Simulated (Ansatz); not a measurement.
Relaxation of AsB2H7N2 (12 atoms, charge 0, multiplicity 1), to a largest force component of 0.015 eV/Å in at most 40 steps.

All numbers below come from RKS PBE-D4/def2-SVP in Ansatz.

```xyz
12
Properties=species:S:1:pos:R:3:forces:R:3
B -0.508 1.305 1.616 -1.72 -0.81 -0.63
N -0.652 -0.143 1.300 2.60 0.27 -0.42
B -0.021 -0.400 -0.062 -0.21 0.51 0.22
N -0.545 0.137 -1.334 -0.24 -3.42 0.77
As 1.705 -1.549 -0.153 0.66 0.07 0.70
H -0.064 1.728 2.613 0.98 0.15 0.95
H -1.059 2.143 0.905 0.13 0.06 -0.19
H -1.621 -0.369 1.206 -1.71 0.18 -0.46
H -1.544 -0.106 -1.353 -0.30 0.69 -0.15
H -0.398 1.100 -1.415 0.11 2.40 -0.38
H 1.121 -2.410 -1.282 -0.03 0.18 -0.30
H 2.422 -0.524 -1.086 -0.26 -0.27 -0.11
```

Problem. Where does it end, and by what steps?

Solution. The forces met the threshold. After 25 steps the energy has fallen by 3.403 eV; H10 moved furthest, 2.35 Å.

```csv
step,energy less start (eV),largest force component (eV/Å),accepted
0,0.0000,3.421,yes
1,-0.4454,1.440,yes
2,-0.8318,1.411,yes
3,-1.2027,1.549,yes
4,-1.6000,1.445,yes
5,-1.9939,1.143,yes
6,-2.3176,0.831,yes
7,-2.5668,1.009,yes
8,-2.7704,0.803,yes
9,-2.9454,0.646,yes
10,-3.0656,0.364,yes
11,-3.1851,0.286,yes
12,-3.2559,0.223,yes
13,-3.2875,0.305,yes
14,-3.3166,0.189,yes
15,-3.3110,0.392,no
16,-3.3320,0.160,yes
17,-3.3437,0.123,yes
18,-3.3541,0.408,yes
19,-3.3605,0.428,yes
20,-3.3886,0.127,yes
21,-3.3981,0.047,yes
22,-3.3181,0.578,no
23,-3.4009,0.133,yes
24,-3.4028,0.052,yes
25,-3.4030,0.010,yes
```

```xyz
12
Properties=species:S:1:pos:R:3
B -0.349 1.060 1.940
N -0.849 0.698 0.670
B -0.258 -0.199 -0.315
N -0.951 -0.495 -1.505
As 1.535 -1.143 0.110
H 0.711 0.595 2.317
H -0.984 1.829 2.639
H -1.749 1.118 0.406
H -1.878 -0.127 -1.731
H -0.568 -1.099 -2.230
H 1.815 -1.478 -1.371
H 2.360 0.152 0.025
```

Run time: 24 s on 2 threads of AMD EPYC 9R45 96-Core Processor (Zen 5), on a shared host, peak memory 0.19 GiB.
